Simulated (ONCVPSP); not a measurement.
**u(r) = r·R(r): atom against pseudo-atom (W)**

Columns: radius, all-electron u(r) and pseudo u(r) of the 5s shell (level -95.15 eV) of tungsten in the configuration [Kr] 4d10 4f14 5s2 5p6 5d4; PBE, scalar-relativistic, ONCV scheme, ONCVPSP 4.0.1.

```
r (bohr)  all-electron  pseudo
   0.095        0.0903  0.0825
   0.190        0.2759  0.1756
   0.285       -0.4215  0.2865
   0.380       -0.6094  0.4169
   0.475       -0.2864  0.5617
   0.570        0.2022  0.7100
   0.665        0.6353  0.8475
   0.760        0.9349  0.9598
   0.855        1.0981  1.0355
   0.950        1.1517  1.0682
   1.045        1.1282  1.0579
   1.140        1.0560  1.0095
   1.235        0.9570  0.9319
   1.330        0.8469  0.8361
   1.425        0.7362  0.7326
   1.520        0.6309  0.6301
   1.615        0.5348  0.5346
   1.710        0.4493  0.4492
   1.805        0.3746  0.3745
   1.900        0.3105  0.3104
   1.995        0.2560  0.2560
   2.090        0.2102  0.2102
   2.185        0.1719  0.1719
   2.280        0.1402  0.1401
   2.375        0.1140  0.1139
   2.470        0.0924  0.0924
```

(1) How many radial nodes do the two functions have?

(2) At about which radius was the pseudo-wave matched?

(3) Is the pseudo-wave norm-conserving?

## Answers

(1) The all-electron 5s function has n − l − 1 = 4 (the table is too coarse to show those close to the nucleus); the pseudo-wave has 0, since the states of the same l below it are removed with the core.

(2) 1.85 bohr. The columns agree to 0.0005 from 1.61 bohr on; several derivatives are matched, so the curves merge somewhat inside the radius.

(3) Yes: the ONCV scheme keeps the norm inside the radius equal to the all-electron one, which fixes the energy derivative of the logarithmic derivative at the level.
